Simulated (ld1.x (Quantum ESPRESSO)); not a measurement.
F, RRKJ: configuration errors across variants

ld1.x (Quantum ESPRESSO) 7.5 input, shortened:

```
&input
   title='F', zed=9., rel=1, dft='BLYP', iswitch=3,
   config='[He] 2s1.75 2p5.25 3d-2'
 /
 &inputp
   pseudotype=2, tm=.false., rho0=0.001, lloc=1,
   nlcc=.false.
 /
3
2S  1  0   1.75   0.00  0.80  0.80  0.0
3D  3  2  -2.00  -0.10  0.75  0.75  0.0
2P  2  1   5.25   0.00  0.95  0.95  0.0
 &test
   configts(1)='2s1.75 2p5.25'
 /
```

All-electron excitation energies from the reference (eV): (1) 2s2 2p5 -4.665; (2) 2s2 2p4 14.735; (3) 2s2 2p3 53.145; (4) 2s2 2p4.5 2.882; (5) 2s2 2p5.3 -7.338; (6) 2s2 2p2 113.842; (7) 2s1 2p5 33.693.

2 further variants failed, have other tests or too few solved ones, and are left out.

Errors AE − PS in meV (a dash: test not solved or not reliable):

```csv
change,(1),(2),(3),(4),(5),(6),(7),bound ghosts
base,+1.1,-0.5,+8.0,+0.7,+0.8,+99,-0.7,none
core correction a·sin(br)/r model core inside 0.90 bohr,+1.1,-0.6,+7.9,+0.7,+0.8,+98,-0.8,none
local potential all-electron potential smoothed inside 0.65 bohr (lloc = -1),+1.2,+6.0,+42,+2.3,+0.9,+196,+1.1,none
"type PAW; waves now 2s (bound): rcut 0.70, rcutus 0.80 bohr; 2s channel at -0.1 Ry: rcut 0.70, rcutus 0.80 bohr; 2p (bound): rcut 0.85, rcutus 0.95 bohr; 2p channel at -0.15 Ry: rcut 0.85, rcutus 0.95 bohr; 3d channel at -0.1 Ry: rcut 0.65, rcutus 0.75 bohr; local potential all-electron potential smoothed inside 0.65 bohr (lloc = -1); core correction a·sin(br)/r model core, default radius (ld1.x builds one for every PAW set, though the input has nlcc=.false.); augmentation GAUSS, radius 0.75 bohr; rho0 0",+0.1,-1.4,-4.8,-0.6,+0.4,-13,-1.6,none
```

Question: Give the same row for: all radii scaled by about 1.05 (s 0.84, p 1.00, d 0.78 bohr).

Answer: +1.2, -0.9, +8.7, +0.7, +0.6, +115, -3.6; bound ghosts: none.
